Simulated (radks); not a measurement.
Effect of the nuclear size on the aluminium ion Al2+, [Ne] 3s1. Method: Dirac Kohn-Sham, BLYP, spin-unpolarised, spherical densities, finite nucleus; Fermi nuclear charge, rms radius 3.061 fm; computed with a radial shooting solver on a logarithmic mesh with Libxc functionals. The rms radius is varied about that value; shifts are against it.

\begin{tabular}{lrrr}
rms radius (fm) & total energy shift (eV) & density at nucleus (e/bohr^3) & 1s1/2 shift (meV) \\ \hline
2.5376 & -0.00116 & 1506 & -0.485 \\
2.8314 & -0.000537 & 1504 & -0.224 \\
3.061 & 0 & 1502 & 0.000 \\
3.2447 & 0.000459 & 1501 & 0.191 \\
3.511 & 0.00117 & 1500 & 0.488 \\
\end{tabular}

Slopes of the eigenvalues against <r^2> in GHz/fm^2, as finite differences over the two radii next to the reference (eigenvalue slopes, not the field-shift constants of lines): 1s1/2 39.9.
